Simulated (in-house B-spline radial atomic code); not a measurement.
A fraction x of an electron is removed from 3d in the cobalt ion Co²⁺, starting from [Ar] 3d7 and keeping the highest spin. Method: scalar-relativistic (X2C) LDA VWN5, spin-polarised, spherical fractional occupations, Fermi nucleus of rms radius 3.7875 fm. Calculated with a radial B-spline atomic code at the basis-set limit.

```json
{"x": "0", "E(x) - E(0) (eV)": "0.0000", "3d down level (eV)": "-25.713"}
{"x": "0.05", "E(x) - E(0) (eV)": "1.3054", "3d down level (eV)": "-26.504"}
{"x": "0.19", "E(x) - E(0) (eV)": "5.1729", "3d down level (eV)": "-28.757"}
{"x": "0.27", "E(x) - E(0) (eV)": "7.5259", "3d down level (eV)": "-30.070"}
{"x": "0.39", "E(x) - E(0) (eV)": "11.2542", "3d down level (eV)": "-32.074"}
{"x": "0.5", "E(x) - E(0) (eV)": "14.8849", "3d down level (eV)": "-33.946"}
{"x": "0.54", "E(x) - E(0) (eV)": "16.2565", "3d down level (eV)": "-34.634"}
{"x": "0.64", "E(x) - E(0) (eV)": "19.8067", "3d down level (eV)": "-36.375"}
{"x": "0.83", "E(x) - E(0) (eV)": "27.0374", "3d down level (eV)": "-39.753"}
{"x": "0.94", "E(x) - E(0) (eV)": "31.5198", "3d down level (eV)": "-41.751"}
{"x": "1", "E(x) - E(0) (eV)": "34.0579", "3d down level (eV)": "-42.853"}
```

The exact functional would give a straight line between the two integer points. Deviations E(x) - E(0) - x[E(1) - E(0)], in eV: -0.397 at x = 0.05, -1.298 at x = 0.19, -1.67 at x = 0.27, -2.028 at x = 0.39, -2.144 at x = 0.5, -2.135 at x = 0.54, -1.99 at x = 0.64, -1.231 at x = 0.83, -0.495 at x = 0.94.

The curve lies below the straight line by up to 2.144 eV (at x = 0.5): convex, the delocalisation error that favours fractional charges.

(1) How well does Slater's transition state (minus the level at half occupation) give the ionisation energy?

Results:

(1) It gives 33.946 eV against 34.058 eV from the two total energies; NIST lists 33.50 eV, ground level to ground level.
